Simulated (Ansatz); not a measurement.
Al₁₂P₁₂⁺, a nanocrystal cut from wurtzite AlP (bare), relaxed as a doublet with UKS r2SCAN-D4/def2-SVP in Ansatz, starting from the r2SCAN-D4/def2-SVP geometry of the neutral singlet. Force threshold 0.03 eV/Å.

Single mean-field runs in def2-SVP are fitted with def2-universal-jkfit.

Start:

```tsv
atom	x (Å)	y (Å)	z (Å)
P1	-1.2399	-3.4178	-2.5587
Al2	-2.7917	-2.2312	-1.3343
Al3	0.0421	-2.3487	-0.7904
P4	-1.8074	-2.0869	0.7647
P5	1.6374	-2.1189	1.0177
Al6	-0.1809	-1.0566	2.2333
Al7	2.6683	-0.7808	2.6120
P8	1.0740	-0.6173	4.2692
P9	-4.2067	-0.4115	-1.3755
Al10	-2.4607	0.1880	0.2069
P11	-1.4564	1.0130	2.2496
Al12	0.4528	1.4630	3.4936
Al13	-0.4535	-1.4629	-3.4941
P14	1.4556	-1.0137	-2.2496
Al15	2.4625	-0.1881	-0.2068
P16	4.2068	0.4128	1.3777
P17	-1.0749	0.6175	-4.2692
Al18	-2.6686	0.7810	-2.6113
Al19	0.1811	1.0565	-2.2336
P20	-1.6360	2.1196	-1.0183
P21	1.8090	2.0855	-0.7652
Al22	-0.0422	2.3477	0.7898
Al23	2.7910	2.2318	1.3346
P24	1.2382	3.4182	2.5579
```

```tsv
step	energy (eV)	largest force component (eV/Å)	SCF passes
1	-190569.9302	0.283	89
2	-190569.9829	0.227	35
3	-190569.9957	0.043	31
4	-190569.9974	0.022	31
```

Force components are those of the run's own axes.

End:

Cartesian coordinates in Å:
```
P -1.2369 -3.4351 -2.5720
Al -2.7816 -2.2640 -1.3406
Al 0.0598 -2.3599 -0.8329
P -1.7762 -2.0819 0.7653
P 1.6061 -2.1139 1.0123
Al -0.1990 -1.0315 2.2689
Al 2.6566 -0.7993 2.6386
P 1.0703 -0.6191 4.2892
P -4.1541 -0.4050 -1.3548
Al -2.4039 0.1952 0.2318
P -1.4487 1.0228 2.2718
Al 0.4841 1.4779 3.5302
Al -0.4846 -1.4777 -3.5306
P 1.4482 -1.0233 -2.2716
Al 2.4049 -0.1955 -0.2319
P 4.1541 0.4058 1.3559
P -1.0709 0.6194 -4.2891
Al -2.6568 0.7993 -2.6380
Al 0.1991 1.0315 -2.2691
P -1.6050 2.1143 -1.0125
P 1.7774 2.0810 -0.7656
Al -0.0599 2.3591 0.8326
Al 2.7812 2.2647 1.3407
P 1.2359 3.4354 2.5714
```

By distances, no bond broke or formed. The bond that changes most is Al13–P14, from 2.32 to 2.35 Å (atoms count from 1).

No frequencies were taken in this run, so the end may be a saddle point.

Run time 34 s (2 threads of AMD EPYC 7R13 on a shared host and a share (18 GiB) of an NVIDIA H100 80GB HBM3), peak host memory 1.1 GiB.
